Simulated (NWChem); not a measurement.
C2H5BO3; SMILES CB(O)OC=O

```xyz
11

C     -0.4036    -2.2974     0.0005
B      0.1128    -0.8190     0.0008
O      1.4175    -0.4759     0.0006
O     -0.9092     0.2043     0.0006
C     -0.6287     1.5134    -0.0003
O      0.4860     2.0110    -0.0007
H     -1.0535    -2.4843     0.8813
H     -1.0365    -2.4885    -0.8918
H      0.4272    -3.0275     0.0095
H      1.4910     0.5144     0.0001
H     -1.5665     2.1238    -0.0006
```
Atoms are numbered in this order, from 1.

All runs: NWChem. Pople sets run with spherical d functions. The geometry was optimised at PBE-D3(BJ)/def2-SVP. Static field.

Question: Order these by “isotropic polarisability (bohr³)”, lowest first: LDA (Slater exchange, VWN5)/6-31+G*; B3LYP/6-31+G*; Hartree-Fock/6-31+G*.

Answer: Hartree-Fock/6-31+G* (41.2), B3LYP/6-31+G* (46.7), LDA (Slater exchange, VWN5)/6-31+G* (49.3)
